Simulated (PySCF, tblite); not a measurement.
Compound: C₈H₁₄N₂.
Geometry (GFN2-xTB, Å), atoms numbered from 1 in this order:
```
atom  x, y, z in Å
C1    -3.446    0.396   -0.223
C2    -2.302   -0.428    0.360
C3    -1.691   -1.381   -0.645
N4    -0.433   -1.253   -0.774
N5     0.043   -0.333    0.089
C6     1.236    0.378   -0.267
C7     2.330   -0.475   -0.926
C8     3.350    0.072    0.083
C9     2.197    0.668    0.904
C10   -1.056    0.395    0.732
H11   -4.268   -0.255   -0.513
H12   -3.112    0.942   -1.103
H13   -3.814    1.110    0.512
H14   -2.673   -0.988    1.227
H15   -2.239   -2.120   -1.195
H16    0.999    1.285   -0.845
H17    2.127   -1.535   -0.803
H18    2.524   -0.268   -1.975
H19    3.960   -0.671    0.593
H20    4.002    0.831   -0.343
H21    1.951    0.073    1.780
H22    2.297    1.712    1.194
H23   -1.117    1.418    0.337
H24   -0.879    0.448    1.808
```

Method used: PBE0/pcSseg-1 in PySCF (dipole) on a GFN2-xTB geometry, gas phase.

Take the most abundant isotopes and a rigid rotor. The values belong to one conformer with, in the numbering `[CH3:1][C@H:2]1[CH:3]=[N:4][N:5]([CH:6]2[CH2:7][CH2:8][CH2:9]2)[CH2:10]1`, N4–N5–C6–C7 -41°, C1–C2–C3–N4 126°, C3–N4–N5–C6 -153°, N5–C6–C7–C8 -129°, C6–C7–C8–C9 11°.

(1) Give the principal moments of inertia and the rotational constants in MHz.

(2) What kind of rotor is it?

(3) What does the inertial defect say?

(4) Give the other two planar moments, Paa and Pbb, and the rms extents of the mass along the axes.

(5) List the rotational levels J(Ka,Kc) to J = 2 (MHz).

(6) Which types of transition are allowed, and where do some lines up to J = 5 fall?

Answers

(1) Ia = 134.05, Ib = 674.02, Ic = 751.37 u·Å²; 505379 MHz·u·Å²/I gives A = 3770, B = 749.8, C = 672.6 MHz.

(2) A near-prolate asymmetric top. Ray's parameter κ = (2B − A − C)/(A − C) = -0.950; −1 is the prolate and +1 the oblate limit.

(3) Not planar: Δ = Ic − Ia − Ib = -56.69 u·Å². For a rigid frame Δ = −2 Σ m c², so Σ m c² = 28.35 u·Å² lies off the ab plane: 14.23 from hydrogen and 14.12 from heavier atoms. The atom farthest from that plane is 1.63 Å away.

(4) Paa = Σ m a² = (Ib + Ic − Ia)/2 = 645.67 and Pbb = Σ m b² = (Ia + Ic − Ib)/2 = 105.70 u·Å². With the mass M = 138.12 u, the rms extents √(P/M) along a, b and c are 2.16, 0.87, 0.45 Å.

(5) Above 0(0,0):
J = 1: 1(0,1) 1422, 1(1,1) 4443, 1(1,0) 4520
J = 2: 2(0,2) 4266, 2(1,2) 7210, 2(1,1) 7442, 2(2,1) 16503, 2(2,0) 16505
Those of J = 1 are B + C, A + C and A + B.

(6) The dipole components are |μa| = 1.00 D, |μb| = 1.69 D, |μc| = 0.21 D. The squared components, which scale the intensities, stand as 0.35 : 1.00 : 0.02 (a : b : c). Some lines, for components of 0.1 D or more:

```
type  branch         J(Ka,Kc)    MHz  lower level (cm⁻¹)
   b       Q  4(1,3) ← 4(0,4)   3463               0.474
   a       R  4(1,4) ← 3(1,3)   5532               0.379
   a       R  4(3,1) ← 3(3,0)   5693               1.203
   a       R  5(0,5) ← 4(0,4)   7083               0.474
   a       R  5(2,4) ← 4(2,3)   7109               0.883
   b       Q  5(2,3) ← 5(1,4)   8655               0.833
   c       Q  4(2,3) ← 4(1,3)   8794               0.589
   b       Q  2(2,0) ← 2(1,1)   9063               0.248
   c       R  4(1,3) ← 3(0,3)   9138               0.284
   c       R  4(2,2) ← 3(1,2)  14657               0.394
   b       R  5(2,4) ← 4(1,3)  15903               0.589
   c       R  5(2,4) ← 4(1,4)  16674               0.564
   b       R  3(3,0) ← 2(2,1)  19563               0.550
   b       Q  4(4,0) ← 4(3,1)  21410               1.393
   b       R  5(3,2) ← 4(2,3)  22417               0.883
   b       R  5(4,1) ← 4(3,2)  28525               1.393
   c       R  5(5,0) ← 4(4,0)  34643               2.107
   b       R  5(5,0) ← 4(4,1)  34643               2.107
```

Its GFN2-xTB frequencies are all real (lowest 42 cm⁻¹). Constants of a rigid frame at the computed geometry: no zero-point averaging, no centrifugal distortion. A rigid rotor knows nothing of internal rotation, which can split or shift real lines. Quadrupole hyperfine structure (14N) is left out.
